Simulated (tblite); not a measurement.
Species: C8H17P.
Geometry (GFN2-xTB, Å), atoms numbered from 1 in this order:
```
atom  x, y, z in Å
C1    -3.7324   -0.2442    0.4616
C2    -2.6440    0.1868   -0.5123
P3    -1.1318    0.8200    0.3761
C4    -0.0355    1.0396   -1.1108
C5     1.4275    1.0730   -0.6817
C6     1.8963   -0.2614   -0.0973
C7     3.3910   -0.2029    0.2097
C8     1.1094   -0.6183    1.1656
C9    -0.3800   -0.8022    0.8922
H10   -3.9967    0.5788    1.1221
H11   -4.6265   -0.5565   -0.0754
H12   -3.3929   -1.0768    1.0740
H13   -2.3670   -0.6431   -1.1694
H14   -3.0105    1.0073   -1.1363
H15   -0.3028    1.9824   -1.5962
H16   -0.2057    0.2276   -1.8251
H17    2.0515    1.3223   -1.5451
H18    1.5666    1.8588    0.0662
H19    1.7259   -1.0461   -0.8448
H20    3.7412   -1.1554    0.6013
H21    3.9578    0.0267   -0.6900
H22    3.5940    0.5685    0.9496
H23    1.5158   -1.5415    1.5899
H24    1.2449    0.1750    1.9060
H25   -0.8821   -1.1424    1.8018
H26   -0.5349   -1.5536    0.1112
```

Level: GFN2-xTB in tblite, geometry and Hessian alike; calculated harmonic values, unscaled, isolated species. Errors from tens to a few hundred cm⁻¹ against measured bands are possible. One conformer, not necessarily the lowest.

Harmonic wavenumbers (cm⁻¹): 60.7, 82.3, 142.8, 183.7, 200.0, 215.6, 235.9, 260.2, 304.0, 315.5, 330.2, 412.0, 429.9, 528.7, 666.9, 697.4, 712.4, 760.6, 780.1, 817.1, 905.6, 906.1, 954.3, 955.2, 990.3, 1012.7, 1051.7, 1053.4, 1068.8, 1074.6, 1080.1, 1108.5, 1140.3, 1184.2, 1209.4, 1223.6, 1230.5, 1256.2, 1266.0, 1283.8, 1298.6, 1315.8, 1356.6, 1368.5, 1409.5, 1416.8, 1440.8, 1448.0, 1451.1, 1479.8, 1491.2, 1498.9, 1502.4, 1504.2, 1505.1, 2910.8, 2915.5, 2918.2, 2926.7, 2940.8, 2943.2, 2945.1, 2949.5, 2951.0, 2962.6, 2965.1, 3015.8, 3028.4, 3028.7, 3029.2, 3035.2, 3036.5.

A = 3179, B = 760.1, C = 667.2 MHz; mass 144.107 u (most abundant isotopes); point group C1, symmetry number 1.

Task: Zero-point energy?

Result: Half the sum of the wavenumbers: 51040 cm⁻¹ = 145.93 kcal/mol.

Task: What is S at 273.15 K and 1 bar for an ideal gas of classical rigid rotors and harmonic oscillators?

Result: Translation 40.40, rotation 29.42, vibration 27.58: S = 97.4 cal/(mol K).

Task: And Cp and H(273.15 K) − H(0)?

Result: Cp = 40.40 cal/(mol K), of which vibrations give 32.45 (their classical limit is 72 R = 143.1); H(273.15 K) − H(0) = 6.43 kcal/mol without the zero-point energy, 4.25 from vibrations.

Task: Blend soft modes into free rotors: weight 1/[1 + (100 cm⁻¹/ν̃)⁴] for the oscillator and the rest for a rotor with moment μB/(μ + B), μ = h/(8π²ν), B = 10⁻⁴⁴ kg m². What vibrational entropy results?

Result: 26.23 cal/(mol K) in place of 27.58, which changes −T·S at 273.15 K by +0.37 kcal/mol.

Task: What must be added to the electronic energy to get the Gibbs energy at 273.15 K and 1 bar?

Result: ZPE + [H(273.15 K) − H(0)] − T·S = 145.93 + 6.43 − 26.60 = 125.76 kcal/mol.

Task: How do the functions run with temperature in this model?

Result: 
| T (K) | S (cal/(mol K)) | Cp (cal/(mol K)) | H − H(0) (kcal/mol) | G − H(0) (kcal/mol) | ln q(vib) |
| --- | --- | --- | --- | --- | --- |
| 150 | 78.2 | 25.6 | 2.39 | -9.34 | 2.59 |
| 250 | 94.0 | 37.4 | 5.53 | -17.96 | 5.38 |
| 298.15 | 101.1 | 43.8 | 7.48 | -22.66 | 6.76 |
| 400 | 115.9 | 57.6 | 12.65 | -33.71 | 9.75 |
| 600 | 143.8 | 80.4 | 26.58 | -59.72 | 15.80 |
| 900 | 181.1 | 103.1 | 54.38 | -108.60 | 24.82 |

q(vib) and H(0) count from the zero-point level.

Task: Which modes carry the vibrational entropy at 273.15 K?

Result: 60.7 cm⁻¹: 4.26; 82.3 cm⁻¹: 3.66; 142.8 cm⁻¹: 2.60; 183.7 cm⁻¹: 2.13; 200.0 cm⁻¹: 1.97; 215.6 cm⁻¹: 1.84 cal/(mol K); the other 66 give 11.11 together.

Hindered rotation and anharmonicity are outside this model. Other conformers, if any are populated, would add a mixing term that is left out. The structure is chiral; the term R ln 2 for an equal mix with its mirror image is left out.
